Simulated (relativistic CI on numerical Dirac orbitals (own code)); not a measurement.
Cr2+ in a cubic cluster: 2p photoemission with charge transfer

Computed with a charge-transfer multiplet model of a cubic metal-ligand cluster with up to one ligand hole, Slater and spin-orbit integrals from Dirac-Coulomb-Breit ions, Slater integrals scaled by 0.8. The ground state mixes d4 with configurations of k ligand holes L, whose averages lie at kΔ + k(k − 1)U_dd/2; a core hole lowers each added d electron by U_cd. 300 K, Lorentzian 0.6 eV and Gaussian 0.8 eV FWHM.

Atomic integrals in eV (Slater integrals scaled, ζ unscaled), ground: F2dd 7.675, F4dd 4.768, zeta_d 0.027; with the core hole: F2dd 9.222, F4dd 5.777, zeta_d 0.047, zeta_core 5.620, F2cd 5.250, G1cd 3.901, G3cd 2.215.

Cluster parameters (eV): Δ = 5.4, U_dd = 5.7, U_cd = 7, 10Dq(ligand) = 0.4, V(eg) = 2.45, V(t2g) = -1.05, final-state hopping factor = 1.

Weights, n_d and S are thermal averages at 300 K. Binding energies count from the first peak over 30 % of the highest in each spectrum, which can be another peak from case to case. The parameters are a model scan and need not match a compound or its usual spin state. Peaks in eV (height, largest 100): 0.0 (100), 9.7 (53).

(1) Which parameters give this spectrum?
A. 10Dq = 1.3 eV
B. 10Dq = 2.2 eV
C. 10Dq = 1.6 eV

## Answers

(1) B. 10Dq = 2.2 eV; the ground state then has 4.24 d electrons and S = 1.01. The choice follows from running the model for each set and comparing peak positions and heights. The space is cut while the next configuration still counts.
